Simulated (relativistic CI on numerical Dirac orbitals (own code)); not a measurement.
One change at a time: Pb LXXIX

Base calculation: Dirac-Coulomb-Breit CI, orbitals from a KLI potential per configuration, QED by a radiative potential, unscaled Slater integrals.

Configurations in the expansion (outside the closed core 1s2): 2s2, 2s 2p, 2p2, 2p 3s, 2p 3p, 2s 3s, 2s 3p, 2s 3d, 2s 4s, 2s 4p, 2s 4d, 2s 4f, 2s 5s, 3s2, 2s 5p, 2s 5d, 2s 5f, 2s 5g, 3s 3p, 3p2. Levels of other configurations are missing.

The lowest level and the first level of each name with at least 55 % of one term (blank where a level has no safe partner in the second run):

| Level | Base (eV) | Shift (eV) |
| --- | --- | --- |
| 2s2 1S_0 | 0.0 | 0.0 |
| 2s 2p 3P°_0 | 209.5 | -0.2 |
| 2s 2p 3P°_1 | 246.9 | -0.2 |
| 2p2 3P_0 | 581.7 | -0.4 |
| 2s 2p 3P°_2 | 2587.9 | -0.2 |
| 2s 2p 1P°_1 | 2692.2 | -0.2 |
| 2p2 3P_1 | 2909.2 | -0.5 |
| 2p2 1D_2 | 2927.1 | -0.5 |
| 2p2 3P_2 | 5303.3 | -0.5 |
| 2p2 1S_0 | 5381.9 | -0.5 |
| 2s 3s 3S_1 | 13987.7 | +0.9 |
| 2s 3s 1S_0 | 14028.8 | +0.9 |
| 2s 3p 3P°_1 | 14083.5 | +1.0 |
| 2s 3p 3P°_0 | 14084.2 | +1.0 |

At this charge energies of transitions that change n are usually good to better than 1 %, and those within a shell (Δn = 0) to a few per cent.

**Question.** One thing was changed in a second run, which moved the levels as shown. Which?
A. QED terms removed
B. configuration mixing switched off
C. P86 correlation estimate
D. Breit term removed
E. one mean potential for all configurations

**Answer.** C. P86 correlation estimate. A correlation estimate moves all levels of a configuration together before mixing; mixed levels move by a weighted share.

LS names give the leading component of a level, which can be under half, so a name can repeat, a term be missing and a line seem to break the LS rules.
